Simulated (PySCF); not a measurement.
ethanol (C₂H₆O), SMILES OCC.

Coordinates come from a PBE0-D3(BJ)/def2-TZVP optimisation. The values are those of a single conformer.

These are HF/def2-TZVPD in PySCF values and carry that method's errors.

```yaml
total_energy: -154.14681 hartree
highest_occupied_level: -12.06 eV
lowest_empty_level: 1.89 eV
orbital_gap: 13.95 eV
dipole_moment: 1.82 D
quadrupole, principal values (traceless, Buckingham form, about the centre of nuclear charge): -4.91, -0.16, 5.07 D·Å
mean_static_polarisability: 30.9 bohr³ (4.58 Å³)
polarisability_principal_values: 29.0, 31.0, 32.7 bohr³
```
